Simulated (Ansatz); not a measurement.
Consider the redistribution: `[SiH3][AlH][SnH3]` + `[SiH3]C[SeH]` → `[SeH][SnH3]` + `[SiH3][CH2][AlH][SiH3]`.

Isolated molecules relaxed with PBE0-D4/def2-TZVP in Ansatz; ΔE leaves out vibrations. CBS: MP2 limit from def2 TZ/QZ plus the TZ coupled-cluster correction, frozen cores. Functionals use def2-TZVPP. def2 core potentials past Kr. For Se, Sn outer-core shells are correlated without core-valence functions, which leaves a few kJ/mol of doubt a bond. Scalar relativity is left out up to krypton. Each species was taken in one conformer, which may not be the lowest.

CCSD(T)/CBS gives -21.1 kcal/mol.

Question: Another level gave -23.2 kcal/mol. Which?
A. SCS-MP2/def2-TZVPP
B. PBE-D4/def2-TZVPP
C. HF/def2-TZVPP
D. r2SCAN/def2-TZVPP

Answer: C. HF/def2-TZVPP -23.2, r2SCAN -21.6, PBE-D4 -19.0, SCS-MP2/def2-TZVPP -20.6 kcal/mol.

Largest T1 diagnostic among the species: 0.014.

From PBE to PBE0 (25 % exact exchange), in def2-TZVPP and without D4, ΔE moves by −1.1 kcal/mol. In def2-TZVPP, CCSD(T) changes the Hartree–Fock value by +3.5 kcal/mol (the triples alone add +0.2 kcal/mol) and MP2 by +2.3 kcal/mol.
